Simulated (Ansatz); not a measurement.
Cartesian coordinates in Å:
```
C 1.161 0.791 -1.446
O 0.592 0.330 -0.243
Si -0.889 -0.420 -0.148
B -0.977 -0.759 1.848
O 0.092 -0.331 2.549
H 2.128 1.246 -1.222
H 0.524 1.544 -1.924
H 1.319 -0.032 -2.152
H -1.951 0.479 -0.693
H -0.896 -1.644 -1.007
H -1.856 -1.288 2.467
H 0.752 0.083 1.975
```

Charge 0, multiplicity 1.

Task: List the r2SCAN/def2-TZVPP orbital energies in eV (the Gaussian-basis code of Ansatz). (Best estimate.)

Result: The calculation gave: Occupied: -1791.04, -516.58, -516.00, -274.54, -180.87, -141.47, -96.37, -96.31, -96.28, -27.33, -26.82, -18.03, -14.63, -13.94, -11.87, -11.67, -11.51, -10.51, -9.97, -9.50, -8.77, -7.97, -7.09, -6.71. Lowest empty: -1.68, -0.41, 1.29, 1.54, 1.87, 2.38, 2.78, 2.90.
